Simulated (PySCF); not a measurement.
Si(Me)(OH)(NH2)2 (CH8N2OSi), SMILES C[Si](N)(N)O.

Geometry optimised at PBE-D3(BJ)/def2-SVP. One conformer was computed; it need not be the lowest.

Calculation: PBE0/def2-TZVP (PySCF).

The molecule is in vacuum.

```json
{
 "total_energy": "-517.00487 hartree",
 "highest_occupied_level": "-7.27 eV",
 "lowest_empty_level": "0.68 eV",
 "orbital_gap": "7.94 eV",
 "dipole_moment": "1.26 D",
 "quadrupole, principal values (traceless, Buckingham form, about the centre of nuclear charge)": "-7.25, 0.93, 6.32 D·Å",
 "mean_static_polarisability": "55.6 bohr³ (8.24 Å³)",
 "polarisability_principal_values": "52.3, 55.4, 59.1 bohr³"
}
```
